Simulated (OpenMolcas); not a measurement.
Ni3+: effect of the active space

* Program: OpenMolcas 26.06
* Method: MS-CASPT2 or its RAS form, IPEA 0.25 Eh, imaginary shift 0.1 Eh
* Basis: ANO-RCC-VTZP
* Scalar Hamiltonian: DKH2, point nucleus
* Spin-orbit coupling: RASSI with atomic mean-field integrals over the reference wave functions, term energies averaged over their components

A. 7 electrons in 5 orbitals (3d); 2S+1 = 4 even, 10 roots; 2S+1 = 2 even, 40 roots; closed shells correlated: 3s 3p; CASPT2 step roughly 8 core-seconds
B. 7 electrons in 9 orbitals (RAS2 3d 4s; RAS3 4p, at most 2 electrons); 2S+1 = 4 even, 50 roots; 2S+1 = 6 even, 5 roots kept (CI in the orbitals of an earlier block); 2S+1 = 2 even, 83 roots kept (CI in the orbitals of an earlier block); 2S+1 = 4 odd, 5 roots (0 in the spin-orbit step); 2S+1 = 6 odd, 5 roots kept (CI in the orbitals of an earlier block); closed shells correlated: 3s 3p; CASPT2 step about 4 core-minutes

Energies in cm⁻¹ above 3d⁷ ⁴F_9/2, the measured ground level; measured values from Corliss and Sugar, J. Phys. Chem. Ref. Data 10, 197 (1981).

```json
{"Level": "3d⁷ ⁴F_9/2", "A": "0.0", "B": "0.0", "Measured": "0.0"}
{"Level": "3d⁷ ⁴F_7/2", "A": "1151", "B": "1236", "Measured": "1190"}
{"Level": "3d⁷ ⁴F_5/2", "A": "1985", "B": "2130", "Measured": "2042"}
{"Level": "3d⁷ ⁴F_3/2", "A": "2550", "B": "2730", "Measured": "2621"}
{"Level": "3d⁷ ⁴P_5/2", "A": "18460", "B": "18220", "Measured": "18119"}
{"Level": "3d⁷ ⁴P_3/2", "A": "18680", "B": "18420", "Measured": "18367"}
{"Level": "3d⁷ ⁴P_1/2", "A": "19320", "B": "19130", "Measured": "18958"}
{"Level": "3d⁷ ²G_9/2", "A": "19680", "B": "19770", "Measured": "19830"}
{"Level": "3d⁷ ²G_7/2", "A": "20760", "B": "20950", "Measured": "20948"}
{"Level": "3d⁷ ²P_3/2", "A": "23520", "B": "23190", "Measured": "23649"}
{"Level": "3d⁷ ²P_1/2", "A": "24460", "B": "24180", "Measured": "24651"}
{"Level": "3d⁷ ²H_11/2", "A": "27080", "B": "27080", "Measured": "26649"}
{"Level": "3d⁷ ²D_5/2(1)", "A": "27220", "B": "27090", "Measured": "27096"}
{"Level": "3d⁷ ²H_9/2", "A": "28060", "B": "28150", "Measured": "27678"}
{"Level": "3d⁷ ²D_3/2(1)", "A": "28840", "B": "28820", "Measured": "28778"}
{"Level": "3d⁷ ²F_5/2", "A": "43840", "B": "43390", "Measured": "43438"}
{"Level": "3d⁷ ²F_7/2", "A": "44330", "B": "43930", "Measured": "43859"}
{"Level": "3d⁷ ²D_3/2(2)", "A": "69030", "B": "67860", "Measured": "67360"}
{"Level": "3d⁷ ²D_5/2(2)", "A": "69620", "B": "68460", "Measured": "67990"}
```

Deviations, from unrounded energies. A percentage is the sum of absolute deviations over the sum of measured energies, with the sign that they share, or ± where signs differ.

```csv
Against measurement,Levels,A,B
mean absolute deviation (cm-1),18,390,200
fine structure of the ground term (%),3,-2.8,+4.1
other terms of the ground configuration (%),15,±1.4,±0.7
```

B lies closest to measurement on these levels. The largest miss of B in the table is 3d⁷ ²D_3/2(2), by +500 cm-1. The ranking rests on the paired levels alone, and a cruder setting can come out closer through cancelling errors.

The two smallest mean deviations differ by little beside CASPT2's spread within terms, so their order carries little weight.

Between A and B the level of the table that moves most is 3d⁷ ²D_3/2(2), by 1200 cm-1 (lowest in B, highest in A). Moves below CASPT2's spread within the term are not significant.

CASPT2 breaks the degeneracy within a term, and the mean is taken; among the terms shown or strongly mixed into the levels shown the widest spread is 1700 cm-1 (3d⁷ ⁴F, B). The CASPT2 spread within a term exceeds the gap to the next term for 3d⁷ ²H and 3d⁷ ²D(1), so the order of their levels is uncertain. Blocks of more than 70 roots (2S+1 = 2 even) ran without multistate coupling (holds for B). Some high roots are left out of the spin-orbit mixing, which shifts the levels that they would mix with (holds for B). Terms from blocks run as CI alone lack orbitals of their own (holds for B). Measured partners are found by configuration, term and J. A level has none where our copy of the source lacks it or the pairing is in doubt (some pairs that miss far off the trend of their configuration count as doubtful), and it then counts in no deviation. Only configurations of the active space appear. Levels that lie high or do not pair safely by name in every column are left out.

A number in round brackets counts repeated terms of one configuration in the order of the reference energies.
